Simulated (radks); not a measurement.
Problem. Valence configurations of Ru II (all share [Kr]). Calculated with a radial shooting solver on a logarithmic mesh with Libxc functionals: scalar-relativistic Kohn-Sham, BLYP, spin-polarised, spherical densities, finite nucleus; open shells are filled with parallel spins first (spin-orbit coupling, left out, can overturn this in heavy ions); Fermi nuclear charge, rms radius 4.4809 fm. Order these by energy: 4d6 5s1; 4d5 5s2; 4d5.5 5s0.5 5p1; 4d7; 4d6 5s0.5 5p0.5; 4d6.5 5p0.5; 4d5 5p2; 4d6 5p1; 4d5 5s1 5p1; 4d6.5 5s0.5.

Solution. From the lowest, in eV above it: 4d7 0.000; 4d6.5 5s0.5 0.321; 4d6 5s1 0.813; 4d6.5 5p0.5 2.710; 4d6 5s0.5 5p0.5 3.321; 4d5 5s2 4.060; 4d6 5p1 5.853; 4d5.5 5s0.5 5p1 6.781; 4d5 5s1 5p1 7.919; 4d5 5p2 13.544. NIST lists [Kr] 4d7 as the ground configuration; this level of theory agrees among the configurations tried. The energies are those of spherical high-spin densities, not of single terms.
